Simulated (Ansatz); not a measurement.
`C[O][SnH]([CH3])[SH]` + H–F → `[CH3][SnH]([F])[SH]` + CH₃OH  (ligand exchange at the Sn–O bond)

Gas-phase electronic energies from Ansatz, PBE0-D4/def2-TZVP geometries. CCSD(T)/CBS is the MP2 limit (def2-TZVPP, def2-QZVPP) plus CCSD(T) − MP2 in def2-TZVPP, frozen cores. This one scheme is used for every species. Functionals use def2-TZVPP. B3LYP here is the variant with VWN-RPA as its local correlation; programs differ in this. def2 core potentials past Kr. For Sn outer-core shells are correlated without core-valence functions, which leaves a few kJ/mol of doubt a bond. One conformer a species, not always the lowest.

```csv
level,ΔE (kJ/mol)
r2SCAN-D4,-44.3
B3LYP-D4,-42.1
ωB97X-V,-44.5
HF/def2-TZVPP,-55.8
SCS-MP2/def2-TZVPP,-33.9
CCSD/def2-TZVPP,-35.8
HF/CBS(def2),-58.1
MP2/CBS(def2),-28.2
```

Q: What does CCSD(T)/CBS give? (Estimate.)

A: Computed: -33.0 kJ/mol. The listed levels differ from it by -11.3, -9.1, -11.5, -22.8, -0.9, -2.8, -25.1, 4.8 kJ/mol.

Largest T1 diagnostic among the species: 0.013.

The D4 term adds +10.9 kJ/mol with B3LYP and +6.3 kJ/mol with PBE0; it sums over pairs of atoms, weighted by their polarisabilities, and B3LYP, whose exchange is more repulsive, gets the larger term. In def2-TZVPP, CCSD(T) changes the Hartree–Fock value by +23.4 kJ/mol (the triples alone add +3.5 kJ/mol) and MP2 by +28.2 kJ/mol.
